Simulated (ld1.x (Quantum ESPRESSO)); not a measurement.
# What one change does to a pseudopotential (W, TM)

ld1.x (Quantum ESPRESSO) 7.5 input, shortened:

```
&input
   title='W', zed=74., rel=1, dft='PBE', iswitch=3,
   config='[Xe] 4f14 5d4 6s2 6p0'
 /
 &inputp
   pseudotype=2, tm=.true., lloc=2,
   nlcc=.false.
 /
3
6S  1  0   2.00   0.00  2.70  2.70  0.0
5P  2  1   6.00   0.00  1.55  1.55  0.0
5D  3  2   4.00   0.00  2.15  2.15  0.0
 &test
   configts(1)='5p6 5d4 6s2 6p0'
 /
```

Change: core correction a·sin(br)/r model core inside 1.82 bohr.

Cutoffs: the cutoffs (Ry, on a coarse ladder) from which the occupation-weighted sum of valence levels, in a spherical-Bessel basis at the reference potential, stays within 10 and 1 mRy of its value at 400 Ry; they do not see the model core or the augmentation charge, which bear on the density cutoff. Errors are all-electron minus pseudo energies relative to the spin-unpolarised reference configuration.

Problem. Predict the effect on cutoff, ghosts and configuration errors.

Solution. The potential gets neither clearly harder nor softer (50 Ry and 90 Ry → 50 Ry and 90 Ry); both files keep a bound ghost (p, s); of the 6 tests that both files solve, the error grows in 3 and shrinks in 2 by more than 15 % and 0.3 meV (median size 19.6 → 13.7 meV). A model core, the more so a compact one, raises the density cutoff, which this test does not measure.

| quantity | base | changed |
| --- | --- | --- |
| cutoff, loose | 50 Ry | 50 Ry |
| cutoff, tight | 90 Ry | 90 Ry |
| bound ghosts | p, s | p, s |
| tests counted (converged, no solver errors) | 6 of 7 | 6 of 7 |
| error for 5p6 5d4 6s1 6p0, meV [ΔE 8.88 eV] | -8.0 | -10 |
| error for 5p6 5d4 6s0 6p0, meV [ΔE 24.56 eV] | -25 | -44 |
| error for 5p6 5d3 6s0 6p0, meV [ΔE 49.94 eV] | +43 | -7.5 |
| error for 5p6 5d3 6s2 6p0, meV [ΔE 8.83 eV] | -14 | -17 |
| error for 5p6 5d2 6s0 6p0, meV [ΔE 87.16 eV] | +79 | -49 |
| error for 5p6 5d4.5 6s1.5 6p0, meV [ΔE 0.70 eV] | -9.2 | -9.9 |
| s: phases at 2.94 bohr within 0.05 rad from the reference energy up to (Ry; the scan ends near 5) | 2.4 | 2.4 |
| p: phases at 2.94 bohr within 0.05 rad from the reference energy up to (Ry; the scan ends near 5) | -0.4 | -0.4 |
| d: phases at 2.94 bohr within 0.05 rad from the reference energy up to (Ry; the scan ends near 5) | to the end of the scan | to the end of the scan |

Base: Tests not counted: 5p6 5d3 6s2 6p1 (an occupied level unbound or not found, printed error -2.4 eV). These tests converged, but a pseudo level misses the all-electron one widely, so the file describes the atom poorly there or has found another state: 5p6 5d2 6s0 6p0: empty 6s by 4.3 eV (a node warning on the way). ld1.x printed “convergence not achieved” for 3 of the counted tests; their residual had stalled under 1e-8, short of the target of 1e-14. Changed file: Tests not counted: 5p6 5d3 6s2 6p1 (solver errors, printed error -2.4 eV). A true bound ghost makes a file unfit for plane-wave use even where its test errors are small: the radial tests pick states by their node count and pass the ghost by. Where a test does run into it, the solver fails or the error is huge.
